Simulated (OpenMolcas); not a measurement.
## Co III: CASPT2 settings compared

```json
{
  "Program": "OpenMolcas 26.06",
  "Basis": "ANO-R2 [7s5p4d2f1g]",
  "Scalar Hamiltonian": "X2C, finite nucleus",
  "Active space": "7 electrons in 5 orbitals (3d)",
  "State averaging": "2S+1 = 4 even, 10 roots; 2S+1 = 2 even, 40 roots kept (CI in the orbitals of an earlier block)",
  "Spin-orbit coupling": "state interaction with AMFI integrals over the reference wave functions, term energies averaged over their components"
}
```

Methods on the same reference wave functions:
A. CASSCF
B. SS-CASPT2, IPEA 0 Eh, sigma2 regulariser 0.05 Eh (closed shells correlated: 2s 2p 3s 3p)
C. SS-CASPT2, IPEA 0.5 Eh, sigma1 regulariser 0.15 Eh (closed shells correlated: 3s 3p)
D. SS-CASPT2, IPEA 0.6 Eh, no level shift (closed shells correlated: 3s 3p)
E. MS-CASPT2, IPEA 0 Eh, sigma2 regulariser 0.05 Eh (closed shells correlated: 2s 2p 3s 3p)
F. MS-CASPT2, IPEA 0.5 Eh, sigma1 regulariser 0.15 Eh (closed shells correlated: 3s 3p)

Energies in cm-1 above 3d7 4F 9/2, the measured ground level; measured values from Sugar and Corliss, J. Phys. Chem. Ref. Data 10, 1097 (1981).

```json
{"Level": "3d7 4F 9/2", "A": "0.0", "B": "0.0", "C": "0.0", "D": "0.0", "E": "0.0", "F": "0.0", "Measured": "0.0"}
{"Level": "3d7 4F 7/2", "A": "829", "B": "833", "C": "832", "D": "831", "E": "833", "F": "832", "Measured": "841"}
{"Level": "3d7 4F 5/2", "A": "1442", "B": "1443", "C": "1442", "D": "1442", "E": "1443", "F": "1442", "Measured": "1451"}
{"Level": "3d7 4F 3/2", "A": "1865", "B": "1860", "C": "1860", "D": "1860", "E": "1860", "F": "1860", "Measured": "1867"}
{"Level": "3d7 2G 9/2", "A": "19375", "B": "16600", "C": "17510", "D": "17650", "E": "16610", "F": "17520", "Measured": "16978"}
{"Level": "3d7 4P 5/2", "A": "19377", "B": "15300", "C": "15940", "D": "16020", "E": "15300", "F": "15940", "Measured": "15202"}
{"Level": "3d7 4P 3/2", "A": "19670", "B": "15610", "C": "16250", "D": "16330", "E": "15520", "F": "16170", "Measured": "15428"}
{"Level": "3d7 4P 1/2", "A": "20050", "B": "15980", "C": "16620", "D": "16700", "E": "15950", "F": "16590", "Measured": "15811"}
{"Level": "3d7 2G 7/2", "A": "20168", "B": "17400", "C": "18310", "D": "18450", "E": "17400", "F": "18310", "Measured": "17766"}
{"Level": "3d7 2P 3/2 [73 %]", "A": "25648", "B": "21710", "C": "22530", "D": "22640", "E": "19860", "F": "20660", "Measured": "20195"}
{"Level": "3d7 2H 11/2", "A": "25778", "B": "22500", "C": "23200", "D": "23290", "E": "23110", "F": "23800", "Measured": "22720"}
{"Level": "3d7 2P 1/2", "A": "26473", "B": "22790", "C": "23530", "D": "23630", "E": "20570", "F": "21350", "Measured": ""}
{"Level": "3d7 2H 9/2", "A": "26475", "B": "23200", "C": "23910", "D": "24000", "E": "23810", "F": "24500", "Measured": "23434"}
{"Level": "3d7 2D 5/2(1)", "A": "27935", "B": "22800", "C": "23900", "D": "24060", "E": "22800", "F": "23870", "Measured": "23059"}
{"Level": "3d7 2D 3/2(1) [75 %]", "A": "29156", "B": "24270", "C": "25290", "D": "25430", "E": "23960", "F": "25040", "Measured": "24237"}
{"Level": "3d7 2F 5/2", "A": "44680", "B": "36940", "C": "38160", "D": "38340", "E": "36940", "F": "38160", "Measured": "37021"}
{"Level": "3d7 2F 7/2", "A": "45026", "B": "37290", "C": "38510", "D": "38690", "E": "37290", "F": "38510", "Measured": "37316"}
{"Level": "3d7 2D 3/2(2)", "A": "69814", "B": "58540", "C": "59190", "D": "59260", "E": "58540", "F": "59180", "Measured": ""}
{"Level": "3d7 2D 5/2(2)", "A": "70213", "B": "58940", "C": "59600", "D": "59660", "E": "58950", "F": "59630", "Measured": ""}
```

Deviations, from unrounded energies. A percentage is the sum of absolute deviations over the sum of measured energies, with the sign that they share, or ± where signs differ.

| Against measurement | Levels | A | B | C | D | E | F |
| --- | --- | --- | --- | --- | --- | --- | --- |
| mean absolute deviation (cm-1) | 15 | 3600 | 240 | 730 | 830 | 190 | 660 |
| fine structure of the ground term (%) | 3 | -0.6 | -0.6 | -0.6 | -0.6 | -0.6 | -0.6 |
| other terms of the ground configuration (%) | 12 | +20.1 | ±1.3 | +4.1 | +4.6 | ±1.0 | +3.7 |

E lies closest to measurement on these levels and A furthest from it. The largest miss of E in the table is 3d7 2H 11/2, by +390 cm-1. The ranking rests on the paired levels alone, and a cruder setting can come out closer through cancelling errors.

Among B to F the level of the table that moves most is 3d7 2P 1/2, by 3100 cm-1 (lowest in E, highest in D). Moves below CASPT2's spread within the term are not significant.

The mean deviations of B to F differ by less than CASPT2's widest spread within a term (1300 cm-1), so their order carries little weight.

From A to B the spin-free energies of the other terms of 3d7 shown, above 4F, scale by factors of 0.78 to 0.87, as is usual when dynamic correlation screens the repulsion within a d or f shell.

The lowest spin-free term lies below A's lowest term by 0.674 hartree in B, 0.578 hartree in C, 0.575 hartree in D, 0.674 hartree in E, 0.578 hartree in F.

CASPT2 breaks the degeneracy within a term, and the mean is taken; among the terms shown or strongly mixed into the levels shown the widest spread is 1300 cm-1 (3d7 2H, B). Terms from blocks run as CI alone lack orbitals of their own. The CASPT2 spread within a term exceeds the gap to the next term for 3d7 2P and 3d7 2H, 3d7 2H and 3d7 2D(1), so the order of their levels is uncertain (figures for B; the like holds for C, D, E, F). Without dynamic correlation excited terms often stand tens of per cent too high (terms of higher spin than the ground term too low), and those without a measured partner can miss by more than the paired ones (holds for A). Some levels mix across a computed gap that differs much from the measured one, so their mixing is not that of the real levels (holds for B; C; D). Computed and measured levels are paired by configuration, term and J; levels that our copy of the source lacks, or whose pairing is in doubt (as where it misses far off the trend of its configuration), stay unpaired and out of the deviations. Only configurations of the active space appear.

A share in square brackets marks a mixed level and gives the weight of the term that names it, the lowest over the columns. A number in round brackets counts repeated terms of one configuration in the order of the reference energies.
